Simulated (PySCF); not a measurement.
Gas-phase reaction: InCl₃.NH₃ + 2 InH₃ → 3 InH₂Cl + 3 H + N. Level: ωB97X-V/def2-TZVP†; standard pressure 1 bar.

Energies from PySCF, thermal terms from the rigid-rotor harmonic-oscillator model, ideal gas at 1 bar. † marks an energy on the PBE0/def2-TZVP geometry and frequencies. Open shells (unrestricted): H (multiplicity 2), N (multiplicity 4); the rest are closed-shell singlets. In: scalar-relativistic def2 core potential, no spin-orbit coupling. Adducts (InCl₃.NH₃) have no counterpoise correction, and HF, PBE, BLYP, B3LYP and PBE0 lack dispersion. InCl₃.NH₃, InH₃, InH₂Cl: computed as isolated molecules; such fragments, hydroxides, amides, oligomers or adducts are transient or little studied in the gas. The harmonic model lacks anharmonicity and excited electronic states, which grow with temperature; levels with a mode under 35 cm⁻¹ are left out. Soft modes under 120 cm⁻¹ make the harmonic entropy rough for InCl₃.NH₃.

```json
[
 {"T (K)": "1200", "1000/T (1/K)": "0.8333", "log10 K": "-28.89"},
 {"T (K)": "1400", "1000/T (1/K)": "0.7143", "log10 K": "-21.08"},
 {"T (K)": "1600", "1000/T (1/K)": "0.6250", "log10 K": "-15.21"},
 {"T (K)": "1800", "1000/T (1/K)": "0.5556", "log10 K": "-10.65"},
 {"T (K)": "2000", "1000/T (1/K)": "0.5000", "log10 K": "-7.00"},
 {"T (K)": "2500", "1000/T (1/K)": "0.4000", "log10 K": "?"}
]
```

### Question
Fit log10 K = a + b·(1000/T) to the five rows, get the mean ΔH° and ΔS°, and predict log10 K at 2500 K.

### Answer
Means: 1000/T = 0.6456, log10 K = -16.566. Sums of products about the means: Sxy = -4.57651, Sxx = 0.069675, so b = Sxy/Sxx = -65.68 and a = -16.566 − (-65.68)×0.6456 = 25.84.
ΔH° = −R ln 10 × 1000 K × b = −19.145 × (-65.68) = 1257 kJ; ΔS° = R ln 10 × a = 495 J/K. The run's own values go from 1256 kJ and 494 J/K at 1200 K to 1254 kJ and 493 J/K at 2500 K.
Prediction at 2500 K: 25.84 + (-65.68)×0.4000 = -0.43. The computed value is -0.44, 0.01 from the line.
For scale, ΔH°(298 K) is 1237 kJ at this level, 1240 kJ at ωB97M-V/def2-TZVP†, and runs from 815 to 1402 kJ over the 16 levels computed.
